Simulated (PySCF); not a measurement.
Molecule: SMILES C=[C][Si](OC)(OC)OC, doublet. Atoms near the plane z = 0.6 Å, at the GFN2-xTB optimised geometry (x, y, z in Å): C1 (1.6, -0.5, 0.5), C2 (0.4, -0.3, 0.0), Si3 (-1.4, -0.3, 0.0), O4 (-2.1, -1.1, 1.3), C5 (-2.1, -2.4, 1.6), O8 (-2.0, 1.2, 0.0), C9 (-1.9, 2.2, 1.0), H10 (1.8, -0.9, 1.5), H11 (2.5, -0.3, -0.1), H12 (-2.4, -3.0, 0.7), H18 (-2.5, 3.0, 0.7), H19 (-0.8, 2.5, 1.1).

Calculation: unrestricted PBE0/def2-SVP (PySCF 2.14.0). Cells within 0.4 Å of a nucleus heavier than hydrogen are left out (blank, or x). The values are rescaled to run from 0 to 1.

```
|222222222222222222222222222|
|222222222222222222222222222|
|222222222222222222222222222|
|222222222222222222222222222|
|222222212222222222222222222|
|222222122222222222222222222|
|222222299322222222222222222|
|222222279243122222222222222|
|222222112133222222222222222|
|222222106511122222222222222|
|222222223311122222222222222|
|222222223321122222222222222|
|222222223211222321122222222|
|222222211001322750222222222|
|2222222222124328xx532222222|
|22222224762232144x321222222|
|222222235421121211112222222|
|222222111111222222222222222|
|222222111011222222222222222|
|222222245211222222222222222|
|222222277212222222222222222|
|222222122222222222222222222|
|222222212222222222222222222|
|222222222222222222222222222|
|222222222222222222222222222|
|222222222222222222222222222|
|222222222222222222222222222|
```
Scale: ten equal steps from 0.000 (start of '0') to 1.00 (end of '9'), in the order '0123456789'; x runs from -5.50 to 5.50, y from -5.50 (bottom) to 5.50 (top).

Task: Which quantity is mapped?
A) spin density
B) an orbital amplitude
C) Laplacian of the electron density
D) deformation density (molecule minus spherical neutral atoms)

Result: D, deformation density (molecule minus spherical neutral atoms). In full: deformation density (molecule minus spherical neutral atoms) (e/bohr³).
